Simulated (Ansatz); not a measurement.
Reaction (ligand exchange at a Ge–O bond): `[CH3][Ge][OH]` + HBr → `[CH3][Ge][Br]` + H₂O

Calculated with Ansatz (gas phase, PBE0-D4/def2-TZVP geometries, no zero-point term in ΔE). CCSD(T)/CBS adds triple-zeta CCSD(T) − MP2 to the extrapolated MP2 energy (def2 sets, frozen cores). This one scheme is used for every species. DFT in def2-TZVPP. HSE06 is defined as in plane-wave codes. For Br, Ge outer-core shells are correlated without core-valence functions, which leaves a few kJ/mol of doubt a bond. Scalar relativity is left out up to krypton. Each species was taken in one conformer, which may not be the lowest.

`[CH3][Ge][OH]`:

Z-matrix (Å, degrees):
```
C
Ge 1 2.003
H 1 1.092 2 112.4
H 1 1.096 2 109.8 3 120.8
H 1 1.096 2 109.8 3 -120.8
O 2 1.791 1 97.5 3 -180.0
H 6 0.962 2 114.7 1 0.0
```

HBr:

Z-matrix (Å, degrees):
```
Br
H 1 1.420
```

`[CH3][Ge][Br]`:

```xyz
6

C    -0.587    0.249   -0.140
Ge    0.533   -0.384    1.372
Br    2.415   -0.970    0.079
H    -0.086    1.082   -0.643
H    -1.570    0.574    0.208
H    -0.706   -0.551   -0.876
```

H₂O:

Z-matrix (Å, degrees):
```
O
H 1 0.960
H 1 0.960 2 105.1
```

Question: Is it downhill or uphill in electronic energy at CCSD(T)/CBS, and by how much? (Estimate.)

Answer: The calculation gave: Downhill: ΔE = -0.58 eV.

Question: What do these levels give: B2PLYP, revPBE, HSE06, LC-ωPBE, CCSD/def2-SVP, HF/def2-QZVPP? (Best estimate.)

Answer: Ansatz gave: B2PLYP -0.52, revPBE -0.56, HSE06 -0.62, LC-ωPBE -0.48, CCSD/def2-SVP -0.43, HF/def2-QZVPP -0.61 eV.

Largest T1 diagnostic among the species: 0.014.

In def2-TZVPP, CCSD(T) changes the Hartree–Fock value by +0.12 eV (the triples alone add +0.01 eV) and MP2 by +0.09 eV. From BLYP to BHLYP (50 % exact exchange), in def2-TZVPP and without D4, ΔE moves by −0.09 eV. Leaving LDA and LC-ωPBE aside and taking each functional with its dispersion term where it has one, the values, not all of them listed here, spread over 0.15 eV, from HSE06-D4 to CAM-B3LYP-D4. LDA lies +0.05 eV from PBE without D4.
